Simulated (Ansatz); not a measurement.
Geometry optimisation, RKS r2SCANh-D4/def2-SVP (Ansatz 0.2.0).

input.yaml

```yaml
crystal:
  periodic: [false, false, false]
  atoms:
    - { symbol: W, position_ang: [0.0, 0.0, 0.0] }
    - { symbol: H, position_ang: [0.0, 0.0, 2.07] }
    - { symbol: H, position_ang: [1.72, 0.0, 0.0] }
    - { symbol: H, position_ang: [0.0, 1.72, 0.0] }
    - { symbol: H, position_ang: [-1.72, 0.0, 0.0] }
    - { symbol: H, position_ang: [0.0, -1.72, 0.0] }
    - { symbol: H, position_ang: [0.0, 0.0, -1.72] }
    - { symbol: O, position_ang: [1.4721, 1.5335, 0.7063] }
    - { symbol: H, position_ang: [2.2027, 1.0805, 1.2365] }
    - { symbol: H, position_ang: [0.7317, 0.7622, 1.9256] }
basis:
  gaussian: { orbitals: def2-SVP }
hamiltonian:
  xc: r2scanh
  dispersion: d4
relax:
  f_tol: 0.15
  max_steps: 25
  restrain:
    - { distance: [0, 7], at: 1.94, k: 30.0 }
    - { distance: [9, 1], at: 0.66, k: 30.0 }
    - { distance: [0, 1], at: 2.92, k: 30.0 }
    - { distance: [9, 7], at: 2.21, k: 30.0 }
output:
  orbitals: {}
```

Command:

```bash
$ ansatz run input.yaml --threads 2 --pin off --max-ram 3072MiB --backend cpu --events-out ev --progress --plain --runs-dir out
```

Where does it end, and by what steps?

The run converged. The restraints hold the end off the free minimum. After 19 steps the energy has fallen by 8.265 eV (the restraints' own energy left out); H4 moved furthest, 1.40 Å. Parted: W1–H2 (2.07 → 2.92 Å), W1–H10 (2.20 → 2.62 Å). Joined: H2–H10 (1.07 → 0.72 Å).

```csv
step,energy less start (eV),largest force component (eV/Å),accepted
0,0.0000,6.046,yes
1,-1.6285,3.389,yes
2,-2.8027,4.701,yes
3,-4.8247,3.056,yes
4,-6.1318,2.312,yes
5,-6.9439,1.074,yes
6,-7.2015,1.689,yes
7,-7.2862,1.164,yes
8,-7.3318,1.055,yes
9,-7.3278,1.269,yes
10,-7.4252,1.050,yes
11,-7.6285,1.034,yes
12,-7.8936,1.217,yes
13,-8.1403,1.002,yes
14,-8.2484,1.071,yes
15,-8.2577,1.218,yes
16,-8.2578,1.260,yes
17,-8.2622,1.341,yes
18,-8.2648,1.338,yes
19,-8.2649,1.348,yes
```

```xyz
10
Properties=species:S:1:pos:R:3
W 0.220 0.417 -0.257
H 0.085 0.835 2.630
H 0.828 -0.918 0.506
H -1.221 1.120 0.320
H -0.864 -0.620 0.501
H 0.112 -1.071 -1.019
H 0.227 0.450 -1.957
O 1.825 1.240 0.375
H 2.551 0.849 0.873
H 0.643 1.074 2.247
```

The run took 36 s on 2 threads of Intel(R) Xeon(R) 6975P-C (Granite Rapids), on a shared host, peak memory 0.23 GiB.
